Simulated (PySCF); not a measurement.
AlH₃ + 3 Cl₂ → AlCl₃ + 3 HCl

Level: PBE0 in the def2-TZVP basis family, all electrons, no relativity, computed in PySCF with density fitting; open shells unrestricted.

```tsv
species	state and structure	E (Eh)	ZPE (kJ/mol)	H(298 K) − H(0) (kJ/mol)	S° (J/(mol K))
AlH₃	singlet, D3h, Al–H 1.586 Å (×3)	-244.07875	48.3	10.6	207.5
Cl₂	singlet, D∞h, Cl–Cl 1.982 Å	-920.08940	3.5	9.1	222.5
AlCl₃	singlet, D3h, Al–Cl 2.070 Å (×3)	-1622.72797	12.7	16.4	313.2
HCl	singlet, C∞v, H–Cl 1.279 Å	-460.66440	17.9	8.7	186.6
```

What is the electronic reaction energy?

At PBE0/def2-TZVP, ΔE = -982.5 kJ/mol from the differences of the total energies times 2625.5, downhill. 

Add zero-point, thermal and entropy terms for 298.15 K and 1 bar.

ΔZPE = 7.6 and Δ[H(298) − H(0)] = 4.6 kJ/mol give ΔH° = -970.3 kJ/mol. ΔS° = -2.0 J/(mol K), so ΔG° = -970.3 − 298.15 × (-0.0020) = -970 kJ/mol.

Each species is the lowest minimum found with this bonding; other isomers or fragments can lie lower.
